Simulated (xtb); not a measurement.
C$_{5}$H$_{11}$ (SMILES [CH2]CCCC), doublet, from a rough starting geometry; GFN2-xTB (xtb).

Here is a job for xtb.
```
$ xtb mol.xyz --gfn 2 --uhf 1 --opt vtight --json

# file mol.xyz
16

C     -1.87678127    -0.23299632     0.78787135
C     -1.09023007     0.90139071     0.27252396
C     -0.20863718     0.38484583    -0.91509875
C      0.69509188    -0.71386170    -0.65389610
C      1.84637192    -0.28748250     0.38509837
H     -1.47882166    -0.99029622     1.48720661
H     -2.96290780    -0.33034641     0.50380843
H     -1.66823570     1.72626880     0.02424641
H     -0.40052351     1.19275773     1.14175839
H     -0.93401965     0.13568537    -1.72631482
H      0.28389159     1.31989371    -1.27735573
H      0.15469069    -1.55340824    -0.26093009
H      1.21044829    -1.01251644    -1.57790121
H      2.63764856    -1.12005688     0.46768566
H      2.43180618     0.57765692     0.01395979
H      1.40129088    -0.08014358     1.31313083
```

Question: Write the output that xtb gives for this input, abridged.

Answer: 
```
   ID    Z sym.   atoms
    1    6 C      1-5
    2    1 H      6-16

           -------------------------------------------------
          |                Calculation Setup                |
           -------------------------------------------------

           -------------------------------------------------
          |                 G F N 2 - x T B                 |
           -------------------------------------------------

          ...................................................
          :                      SETUP                      :
          :.................................................:
          :  # basis functions                  31          :
          :  # atomic orbitals                  31          :
          :  # shells                           21          :
          :  # electrons                        31          :
          :  max. iterations                   250          :
          :  Hamiltonian                  GFN2-xTB          :
          :  restarted?                      false          :
          :  GBSA solvation                  false          :
          :  PC potential                    false          :
          :  electronic temp.          300.0000000     K    :
          :  accuracy                    1.0000000          :
          :  -> integral cutoff          0.2500000E+02      :
          :  -> integral neglect         0.1000000E-07      :
          :  -> SCF convergence          0.1000000E-05 Eh   :
          :  -> wf. convergence          0.1000000E-03 e    :
          :  Broyden damping             0.4000000          :
          :  net charge                          0          :
          :  unpaired electrons                  1          :
          ...................................................

 iter      E             dE          RMSdq      gap      omega  full diag
   1    -16.3957159 -0.163957E+02  0.281E+00    8.80       0.0  T
   2    -16.4401717 -0.444558E-01  0.154E+00    8.71       1.0  T
   3    -16.4408651 -0.693458E-03  0.763E-01    8.90       1.0  T
   4    -16.4409988 -0.133687E-03  0.120E-01    8.83       1.0  T
   5    -16.4410540 -0.552446E-04  0.559E-02    8.86       1.0  T
   6    -16.4410547 -0.609741E-06  0.895E-03    8.86       2.8  T
   7    -16.4410549 -0.206051E-06  0.231E-03    8.86      10.8  T
   8    -16.4410549 -0.113469E-07  0.890E-04    8.86      28.1  T
   9    -16.4410549 -0.109787E-08  0.228E-04    8.86     109.7  T

   *** convergence criteria satisfied after 9 iterations ***

         :::::::::::::::::::::::::::::::::::::::::::::::::::::
         ::                     SUMMARY                     ::
         :::::::::::::::::::::::::::::::::::::::::::::::::::::
         :: total energy             -16.205927137250 Eh    ::
         :: gradient norm              0.160978208100 Eh/a0 ::
         :: HOMO-LUMO gap              8.860262776556 eV    ::
         ::.................................................::
         :: SCC energy               -16.441036419091 Eh    ::
         :: -> isotropic ES            0.003396428252 Eh    ::
         :: -> anisotropic ES          0.006052330989 Eh    ::
         :: -> anisotropic XC          0.012972948444 Eh    ::
         :: -> dispersion             -0.008470309026 Eh    ::
         :: repulsion energy           0.235109281841 Eh    ::
         :: add. restraining           0.000000000000 Eh    ::
         :: total charge               0.000000000000 e     ::
         :::::::::::::::::::::::::::::::::::::::::::::::::::::

      -----------------------------------------------------------
     |                   =====================                   |
     |                        A N C O P T                        |
     |                   =====================                   |
     |               Approximate Normal Coordinate               |
     |                Rational Function Optimizer                |
[...]
 * total energy  :   -16.2276109 Eh     change       -0.4114038E-04 Eh
 * total energy  :   -16.2276136 Eh     change       -0.2690303E-05 Eh
 * total energy  :   -16.2276143 Eh     change       -0.6595146E-06 Eh
 * total energy  :   -16.2276155 Eh     change       -0.1267677E-05 Eh
 * total energy  :   -16.2276165 Eh     change       -0.9741335E-06 Eh
 * total energy  :   -16.2276171 Eh     change       -0.5619460E-06 Eh
 * total energy  :   -16.2276185 Eh     change       -0.1389240E-05 Eh
 * total energy  :   -16.2276194 Eh     change       -0.9098589E-06 Eh
 * total energy  :   -16.2276199 Eh     change       -0.5802873E-06 Eh
 * total energy  :   -16.2276202 Eh     change       -0.2326024E-06 Eh
 * total energy  :   -16.2276203 Eh     change       -0.1519646E-06 Eh
 * total energy  :   -16.2276204 Eh     change       -0.6326069E-07 Eh
   *** GEOMETRY OPTIMIZATION CONVERGED AFTER 44 ITERATIONS ***
         :: total energy             -16.227620389059 Eh    ::
[...]
        26                          0.2368303               6.4445
        27                          0.2511483               6.8341
       ...                                ...                  ...
        31                          0.3659252               9.9573
      -------------------------------------------------------------
                  HL-Gap            0.3971534 Eh           10.8071 eV
             Fermi-level           -0.2314475 Eh           -6.2980 eV

     #   Z          covCN         q      C6AA      α(0)
     1   6 C        2.835    -0.113    30.840     9.101
     2   6 C        3.801    -0.044    21.357     6.580
     3   6 C        3.803    -0.057    21.591     6.615
     4   6 C        3.800    -0.052    21.516     6.604
     5   6 C        3.751    -0.101    22.497     6.764
     6   1 H        0.926     0.028     2.621     2.532
     7   1 H        0.926     0.030     2.588     2.516
     8   1 H        0.923     0.046     2.366     2.406
     9   1 H        0.924     0.040     2.443     2.444
    10   1 H        0.924     0.032     2.555     2.500
    11   1 H        0.924     0.029     2.599     2.521
    12   1 H        0.924     0.035     2.511     2.478
    13   1 H        0.924     0.027     2.627     2.534
    14   1 H        0.925     0.031     2.570     2.507
    15   1 H        0.925     0.032     2.556     2.500
    16   1 H        0.925     0.035     2.512     2.479

 Mol. C6AA /au·bohr⁶  :       1736.310883
 Mol. C8AA /au·bohr⁸  :      36411.660612
 Mol. α(0) /au        :         63.080712

Wiberg/Mayer (AO) data.
largest (>0.10) Wiberg bond orders for each atom

 ---------------------------------------------------------------------------
     #   Z sym  total        # sym  WBO       # sym  WBO       # sym  WBO
 ---------------------------------------------------------------------------
     1   6 C    3.191 --     2 C    1.107     6 H    0.986     7 H    0.985
     2   6 C    3.998 --     1 C    1.107     3 C    0.985     9 H    0.967
                             8 H    0.922
     3   6 C    3.997 --     4 C    1.007     2 C    0.985    10 H    0.978
                            11 H    0.978
     4   6 C    3.998 --     5 C    1.020     3 C    1.007    13 H    0.979
                            12 H    0.975
     5   6 C    3.997 --     4 C    1.020    14 H    0.988    15 H    0.987
                            16 H    0.986
     6   1 H    0.999 --     1 C    0.986
     7   1 H    0.999 --     1 C    0.985
     8   1 H    0.994 --     2 C    0.922
     9   1 H    0.998 --     2 C    0.967
    10   1 H    0.999 --     3 C    0.978
    11   1 H    0.999 --     3 C    0.978
    12   1 H    0.999 --     4 C    0.975
    13   1 H    0.999 --     4 C    0.979
    14   1 H    0.999 --     5 C    0.988
    15   1 H    0.999 --     5 C    0.987
    16   1 H    0.999 --     5 C    0.986
 ---------------------------------------------------------------------------

Topologies differ in total number of bonds
Writing topology from bond orders to xtbtopo.mol

molecular dipole:
                 x           y           z       tot (Debye)
 q only:        0.098       0.124      -0.062
   full:        0.085       0.156      -0.069       0.484
molecular quadrupole (traceless):
                xx          xy          yy          xz          yz          zz
 q only:       -0.643      -0.402       0.537       0.472       0.199       0.106
  q+dip:       -1.234       0.231       0.557       0.498       0.119       0.676
   full:       -0.881      -0.236       0.535       0.496       0.180       0.346

optimized geometry written to: xtbopt.xyz

           -------------------------------------------------
          | TOTAL ENERGY              -16.227620389059 Eh   |
          | GRADIENT NORM               0.000029518785 Eh/α |
          | HOMO-LUMO GAP              10.807094828863 eV   |
           -------------------------------------------------

normal termination of xtb
```
